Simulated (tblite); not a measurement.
Species: C7H13ClSi.
SMILES with atom numbers: `[CH2:1]=[CH:2][SiH2:3][C@@:4]([CH3:5])([Cl:6])[CH:7]1[CH2:8][CH2:9]1` (hydrogens: H10, H11 on C1; H12 on C2; H13, H14 on Si3; H15, H16, H17 on C5; H18 on C7; H19, H20 on C8; H21, H22 on C9)

Computed with GFN2-xTB (tblite), gas phase: L-BFGS steps from a force-field or distance-geometry start until the largest atomic force falls under 0.01 eV/Å.

Step 54: E = -757.3136 eV
```
atom  x, y, z in Å  |  force x, y, z in eV/Å
C1      3.8989    0.2451    0.7933   -0.007   0.015   0.007
C2      2.6798   -0.2509    0.6544   -0.009   0.000   0.027
Si3     1.3094    0.6556   -0.2595   -0.003   0.011  -0.028
C4     -0.3441   -0.2804    0.0312   -0.044   0.064   0.088
C5     -0.2869   -1.7318   -0.4194   -0.009   0.043   0.047
Cl6    -0.5671   -0.2789    1.8314   -0.002  -0.032  -0.087
C7     -1.5072    0.4151   -0.6326   -0.043  -0.036  -0.018
C8     -2.9299    0.0268   -0.3468   -0.013   0.014  -0.003
C9     -2.4234    1.3808    0.0496   -0.010   0.016   0.015
H10     4.1596    1.2008    0.3693    0.054   0.003   0.032
H11     4.6790   -0.2704    1.3326    0.016   0.018  -0.036
H12     2.4729   -1.2163    1.0999   -0.043   0.011   0.009
H13     1.5703    0.6355   -1.7093   -0.016   0.017   0.019
H14     1.1501    2.0374    0.2015   -0.015  -0.057   0.008
H15     0.4264   -2.2866    0.1816    0.085  -0.064  -0.051
H16    -1.2593   -2.2104   -0.3222   -0.040  -0.009   0.016
H17     0.0141   -1.7713   -1.4640    0.016  -0.032  -0.011
H18    -1.2719    0.6451   -1.6668   -0.018  -0.044  -0.012
H19    -3.1150   -0.6792    0.4504    0.034   0.005  -0.047
H20    -3.6201   -0.0594   -1.1744    0.021   0.020   0.046
H21    -2.2871    1.5690    1.1027    0.039   0.017  -0.001
H22    -2.7588    2.2437   -0.5048    0.007   0.019  -0.019
```

Step 55: E = -757.3156 eV
```
atom  x, y, z in Å  |  force x, y, z in eV/Å
C1      3.8959    0.2444    0.7935    0.002   0.026   0.007
C2      2.6764   -0.2497    0.6535    0.015   0.002   0.047
Si3     1.3068    0.6577   -0.2582   -0.009   0.010  -0.033
C4     -0.3423   -0.2827    0.0319   -0.092   0.046   0.069
C5     -0.2797   -1.7325   -0.4223   -0.021   0.025   0.036
Cl6    -0.5733   -0.2878    1.8287    0.007  -0.027  -0.053
C7     -1.5072    0.4098   -0.6327   -0.064  -0.013  -0.023
C8     -2.9314    0.0312   -0.3429   -0.022   0.003   0.005
C9     -2.4180    1.3833    0.0480    0.015   0.025   0.002
H10     4.1595    1.1976    0.3677    0.056   0.031   0.020
H11     4.6750   -0.2686    1.3361    0.020  -0.001  -0.032
H12     2.4697   -1.2127    1.1021   -0.060  -0.012   0.016
H13     1.5643    0.6364   -1.7074   -0.008   0.023   0.000
H14     1.1406    2.0376    0.2030   -0.008  -0.039   0.014
H15     0.4349   -2.2884    0.1761    0.095  -0.054  -0.044
H16    -1.2505   -2.2146   -0.3236   -0.039  -0.005   0.001
H17     0.0213   -1.7679   -1.4672    0.006  -0.037  -0.005
H18    -1.2772    0.6295   -1.6703   -0.004  -0.028  -0.010
H19    -3.1250   -0.6687    0.4559    0.048  -0.029  -0.009
H20    -3.6223   -0.0556   -1.1691    0.012   0.031   0.022
H21    -2.2749    1.5734    1.0998    0.032   0.012   0.005
H22    -2.7529    2.2478   -0.5044    0.019   0.014  -0.035
```

Step 56: E = -757.3173 eV
```
atom  x, y, z in Å  |  force x, y, z in eV/Å
C1      3.8919    0.2442    0.7939    0.012   0.030   0.007
C2      2.6720   -0.2486    0.6535    0.027   0.010   0.055
Si3     1.3034    0.6596   -0.2574   -0.016  -0.004  -0.021
C4     -0.3424   -0.2848    0.0337   -0.097   0.009   0.014
C5     -0.2721   -1.7334   -0.4248   -0.022  -0.001   0.015
Cl6    -0.5793   -0.2982    1.8252    0.007  -0.019   0.007
C7     -1.5087    0.4040   -0.6328   -0.061   0.014  -0.021
C8     -2.9337    0.0362   -0.3380   -0.027  -0.001   0.019
C9     -2.4119    1.3868    0.0462    0.032   0.023  -0.013
H10     4.1586    1.1949    0.3654    0.050   0.050   0.010
H11     4.6704   -0.2661    1.3391    0.022  -0.020  -0.026
H12     2.4642   -1.2096    1.1053   -0.066  -0.024   0.021
H13     1.5581    0.6376   -1.7055    0.000   0.025  -0.024
H14     1.1315    2.0373    0.2039   -0.004  -0.013   0.023
H15     0.4446   -2.2914    0.1700    0.080  -0.028  -0.035
H16    -1.2414   -2.2198   -0.3287   -0.028  -0.001  -0.005
H17     0.0318   -1.7647   -1.4695   -0.011  -0.033   0.002
H18    -1.2825    0.6132   -1.6731    0.007  -0.014  -0.013
H19    -3.1329   -0.6584    0.4625    0.052  -0.057   0.032
H20    -3.6258   -0.0512   -1.1619   -0.006   0.040  -0.009
H21    -2.2617    1.5788    1.0967    0.026   0.010   0.006
H22    -2.7446    2.2528   -0.5055    0.025   0.002  -0.042
```

Step 57: E = -757.3189 eV
```
atom  x, y, z in Å  |  force x, y, z in eV/Å
C1      3.8879    0.2449    0.7943    0.019   0.025   0.008
C2      2.6678   -0.2475    0.6549    0.023   0.022   0.051
Si3     1.2994    0.6609   -0.2570   -0.020  -0.022  -0.001
C4     -0.3445   -0.2871    0.0356   -0.062  -0.028  -0.044
C5     -0.2653   -1.7346   -0.4273   -0.016  -0.023  -0.008
Cl6    -0.5847   -0.3080    1.8223    0.000  -0.011   0.061
C7     -1.5112    0.3984   -0.6332   -0.038   0.029  -0.016
C8     -2.9366    0.0412   -0.3323   -0.026   0.000   0.029
C9     -2.4055    1.3907    0.0445    0.027   0.012  -0.021
H10     4.1582    1.1933    0.3630    0.036   0.052   0.008
H11     4.6662   -0.2636    1.3415    0.023  -0.031  -0.022
H12     2.4572   -1.2070    1.1089   -0.056  -0.016   0.022
H13     1.5528    0.6393   -1.7042    0.004   0.025  -0.041
H14     1.1235    2.0367    0.2045   -0.002   0.008   0.030
H15     0.4542   -2.2945    0.1641    0.047   0.002  -0.025
H16    -1.2334   -2.2252   -0.3364   -0.013  -0.003  -0.004
H17     0.0435   -1.7622   -1.4711   -0.030  -0.024   0.004
H18    -1.2871    0.5981   -1.6756    0.010  -0.002  -0.018
H19    -3.1383   -0.6497    0.4700    0.049  -0.065   0.055
H20    -3.6301   -0.0465   -1.1540   -0.023   0.044  -0.030
H21    -2.2494    1.5842    1.0940    0.024   0.013   0.002
H22    -2.7349    2.2575   -0.5082    0.025  -0.008  -0.042
```

Task: Estimate the geometry and energy of step 58. (The exact step hangs on the optimiser's Hessian estimate; all steps are aligned on step 57, rigid shifts and turns removed.)

Result: E = -757.3204 eV, largest force 0.096 eV/Å
```
atom  x, y, z in Å  |  force x, y, z in eV/Å
C1      3.8848    0.2462    0.7950    0.021   0.013   0.009
C2      2.6642   -0.2460    0.6573    0.008   0.035   0.036
Si3     1.2951    0.6614   -0.2566   -0.018  -0.031   0.017
C4     -0.3478   -0.2900    0.0367   -0.006  -0.055  -0.078
C5     -0.2593   -1.7364   -0.4299   -0.007  -0.038  -0.024
Cl6    -0.5901   -0.3170    1.8206   -0.006  -0.007   0.089
C7     -1.5145    0.3932   -0.6339   -0.006   0.026  -0.010
C8     -2.9402    0.0461   -0.3261   -0.020   0.000   0.031
C9     -2.3988    1.3945    0.0426    0.006  -0.004  -0.019
H10     4.1591    1.1928    0.3608    0.014   0.038   0.012
H11     4.6625   -0.2617    1.3435    0.022  -0.035  -0.019
H12     2.4496   -1.2047    1.1127   -0.033   0.009   0.020
H13     1.5482    0.6416   -1.7037    0.005   0.023  -0.042
H14     1.1160    2.0362    0.2056    0.000   0.017   0.033
H15     0.4642   -2.2972    0.1576    0.006   0.030  -0.014
H16    -1.2264   -2.2304   -0.3441    0.001  -0.012   0.001
H17     0.0541   -1.7601   -1.4726   -0.047  -0.015  -0.002
H18    -1.2914    0.5837   -1.6781    0.006   0.007  -0.020
H19    -3.1425   -0.6423    0.4783    0.044  -0.052   0.056
H20    -3.6348   -0.0411   -1.1466   -0.036   0.044  -0.031
H21    -2.2376    1.5890    1.0914    0.025   0.021  -0.008
H22    -2.7247    2.2615   -0.5120    0.021  -0.015  -0.036
```

The energy changes by -0.0015 eV. The first-order estimate −F·Δx gives -0.0020 eV and the mean of the old and new forces, exact on a quadratic surface, -0.0015 eV. The step makes an angle of 78° with the force vector and moves no atom by more than 0.015 Å.

The cost below is that of the whole relaxation. Time: 1.1 s. Hardware: one thread, Arm Neoverse V1 (aarch64), shared host with 32 logical CPUs at a one-minute load of 10.
